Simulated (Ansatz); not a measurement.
Job for Ansatz (a first-principles code): R-CCSD(T)/aug-cc-pVDZ on C2H6O (a complex), monomers drawn apart or pushed together.

Ansatz 0.2 input:
```yaml
crystal:
  periodic: [false, false, false]
  atoms:
    - {symbol: C, position_ang: [0.13631089, 0.14782572, -0.19393894]}
    - {symbol: H, position_ang: [-0.86372106, 0.55475764, -0.04579590]}
    - {symbol: H, position_ang: [0.82235242, 0.58571681, 0.52953990]}
    - {symbol: H, position_ang: [0.11510911, -0.93379335, -0.06693690]}
    - {symbol: H, position_ang: [0.47309810, 0.38527346, -1.20189512]}
    - {symbol: C, position_ang: [-0.98082409, -0.46324596, 5.78396617]}
    - {symbol: O, position_ang: [-0.00922979, -0.36784689, 6.47989418]}
    - {symbol: H, position_ang: [-1.29986677, -1.42961997, 5.34821792]}
    - {symbol: H, position_ang: [-1.61484754, 0.41007142, 5.53680464]}
basis:
  gaussian:
    orbitals: aug-cc-pVDZ
magnetization: {spin_polarized: false}
correlation: {method: ccsd_t, electrons: outside_noble_gas}
scf: {lower_state_search: off}
```

Output:

```
WARN ansatz: RAYON_NUM_THREADS=1 ignored (pool sized by the plan → 1); use --threads N
Functional definition: HF
these checks for a lower state are left out or cut short: stability, starts, cluster_reference, orbital_swaps, neighbouring_geometries, increment
integrals: 0.23 GiB planned
1197 factors; integrals over basis functions are off by at most 1.0e-3 eV
mean field: 0.24 GiB planned
mean field evaluation 1: about -4189.4714 eV, gradient 3.9e1 eV
mean field evaluation 2: about -4189.4726 eV, gradient 3.9e1 eV
mean field evaluation 4: about -4192.8137 eV, gradient 4.2e0 eV
mean field evaluation 8: about -4192.8722 eV, gradient 1.4e-1 eV
mean field -4192.87228447 eV, -154.0852144235 hartree, gradient 1.3e-6 eV, S^2 0.000000; 0 other end points of the search recorded, 0 dependent functions left out
3 core orbitals not correlated
reference -4192.87228447 eV, -154.0852144235 hartree; 10, 10 occupied and 110, 110 virtual orbitals, 1197 factors
second order -13.61633820 eV of doubles, -0.00000000 eV of singles
coupled cluster: 0.66 GiB planned
cycle   1  -14.12596997 eV  change   -5.1e-1 eV  update   9.4e-2
cycle   2  -14.52860763 eV  change   -4.0e-1 eV  update   2.9e-2
cycle   3  -14.64889028 eV  change   -1.2e-1 eV  update   1.6e-2
cycle   4  -14.64384206 eV  change    5.0e-3 eV  update   3.8e-3
cycle   5  -14.64432510 eV  change   -4.8e-4 eV  update   1.5e-3
cycle   6  -14.64487041 eV  change   -5.5e-4 eV  update   5.1e-4
cycle   7  -14.64463727 eV  change    2.3e-4 eV  update   1.8e-4
cycle   8  -14.64463342 eV  change    3.9e-6 eV  update   5.6e-5
cycle   9  -14.64464642 eV  change   -1.3e-5 eV  update   2.2e-5
perturbative correction -0.44581910 eV, -0.0163835496 hartree
Total energy: -4207.96274999 eV, -154.6397788025 hartree
Checks for a lower state left out: stability, starts, cluster_reference, orbital_swaps, neighbouring_geometries, increment
```

Self-consistency was reached.

Cost: very roughly 16 core-seconds.
